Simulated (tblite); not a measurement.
C₃H₂F₃O (doublet state).
Z-matrix (Å and degrees, GFN2-xTB geometry), rows numbered from 1:
```
F 
C   1  1.3316
O   2  1.3450  1  120.62
C   3  1.4371  2   63.01  1  -117.82
C   4  1.5152  2  121.59  3  -100.65
F   5  1.3498  4  110.35  2   162.23
F   5  1.3521  4  110.13  2   -80.75
H   4  1.0851  2  119.17  3   102.45
H   5  1.1012  4  112.57  2    40.70
```

The geometry is computed with GFN2-xTB (gas phase). This method treats the open shell by occupation alone, without spin polarisation.

Masses are those of the commonest isotopes; rigid-rotor values at the optimised geometry. The values belong to one conformer with, in the numbering `[F:1][C:2]1[O:3][C@@H:4]1[CH:5]([F:6])[F:7]`, O3–C4–C5–F6 99°.

(1) Give the principal moments of inertia and the rotational constants in MHz.

(2) Classify the top.

(3) What does the inertial defect say?

(4) Give the other two planar moments, Paa and Pbb, and the rms extents of the mass along the axes.

(5) Give the coordinates in the principal-axis frame, origin at the centre of mass.

(6) Estimate the classical rotational partition function at 10 K, 100 K and 500 K.

## Answers

(1) Ia = 101.12, Ib = 265.15, Ic = 335.34 u·Å²; 505379 MHz·u·Å²/I gives A = 4998, B = 1906, C = 1507 MHz.

(2) An asymmetric top: κ = (2 × 1906 − 4998 − 1507)/(4998 − 1507) = -0.77.

(3) Not planar: Δ = Ic − Ia − Ib = -30.94 u·Å². For a rigid frame Δ = −2 Σ m c², so Σ m c² = 15.47 u·Å² lies off the ab plane: 4.07 from hydrogen and 11.40 from heavier atoms. The atom farthest from that plane is 1.51 Å away.

(4) Paa = Σ m a² = (Ib + Ic − Ia)/2 = 249.68 and Pbb = Σ m b² = (Ia + Ic − Ib)/2 = 85.66 u·Å². With the mass M = 111.01 u, the rms extents √(P/M) along a, b and c are 1.50, 0.88, 0.37 Å.

(5) The sense of each axis is arbitrary; atoms in the order of the calculation.
| atom | mass (u) | a (Å) | b (Å) | c (Å) |
| --- | --- | --- | --- | --- |
| F1 | 18.998 | -2.001 | 0.867 | 0.335 |
| C2 | 12.000 | -1.539 | -0.133 | -0.413 |
| O3 | 15.995 | -1.128 | -1.281 | 0.155 |
| C4 | 12.000 | -0.146 | -0.526 | -0.573 |
| C5 | 12.000 | 0.953 | 0.088 | 0.270 |
| F6 | 18.998 | 2.062 | -0.681 | 0.229 |
| F7 | 18.998 | 1.308 | 1.292 | -0.232 |
| H8 | 1.008 | 0.177 | -0.960 | -1.513 |
| H9 | 1.008 | 0.655 | 0.219 | 1.323 |

(6) Point group C1, symmetry number σ = 1; q = (√π/σ)·√((kT/h)³/(ABC)), k/h = 20836.6 MHz/K: 1410 at 10 K, 44500 at 100 K, 497000 at 500 K.

For this open shell read J as N, the rotation without spin; fine and hyperfine splittings come on top. Its GFN2-xTB frequencies are all real (lowest 43 cm⁻¹). These are rigid-rotor constants of the computed structure; measured ground-state constants (B0) also hold zero-point vibration.
